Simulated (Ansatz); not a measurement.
`[OH][Zn][SiH3]` + H₂Se → `[OH][Zn][SeH]` + SiH₄ at 298.15 K and 1 bar (cleavage of the Zn–Si bond).

Calculated with Ansatz (gas phase, PBE0-D4/def2-TZVP geometries, no zero-point term in ΔE). CCSD(T)/CBS adds triple-zeta CCSD(T) − MP2 to the extrapolated MP2 energy (def2 sets, frozen cores). This one scheme is used for every species. For Se, Zn outer-core shells are correlated without core-valence functions, which leaves a few kJ/mol of doubt a bond. Scalar relativity is left out up to krypton. One conformer a species, not always the lowest.

```csv
species,CCSD(T)/CBS energy (Eh),H − E (kJ/mol),S (J/(mol·K))
`[OH][Zn][SiH3]`,-2145.05450,116.0,338.1
H₂Se,-2401.89790,45.8,219.1
`[OH][Zn][SeH]`,-4255.52022,71.5,321.2
SiH₄,-291.46306,92.1,204.8
```

H − E and S are ideal-gas, rigid-rotor, harmonic terms from PBE0-D4/def2-TZVP, for one conformer and one mirror image of each species. 1 Eh = 2625.50 kJ/mol, R = 8.31446 J/(mol·K).

Task: By hand: ΔE, ΔH, ΔS and ΔG.

Result: ΔE = (-4255.52022) + (-291.46306) − (-2145.05450) − (-2401.89790) = -0.03088 Eh = -81.1 kJ/mol. Δ(H − E) = 71.5 + 92.1 − 116.0 − 45.8 = 1.8, so ΔH = -79.3 kJ/mol. ΔS = 321.2 + 204.8 − 338.1 − 219.1 = -31.2 J/(mol·K). ΔG = -79.3 − 298.15 × (-31.2)/1000 = -70.0 kJ/mol.

Task: By hand: the equilibrium constant, and the temperature at which ΔG would vanish if ΔH and ΔS stayed fixed.

Result: log₁₀ K = −ΔG/(RT ln 10) = 12.3. ΔG = 0 at ΔH/ΔS = 2542 K, far beyond where these terms or the molecules hold.

ΔH outweighs TΔS. A doubt of 5 kJ/mol in ΔE shifts log₁₀ K by 0.9 here. Other conformers and mirror images would add mixing entropy, several J/(mol·K) or more a flexible species. Modes under 60 cm⁻¹, often nearly free rotors, make the harmonic entropy too high. These are equilibria of isolated gas molecules and say nothing of rates. Largest T1 diagnostic: 0.016 (customary marks: 0.02 for closed shells, 0.045 for open ones).
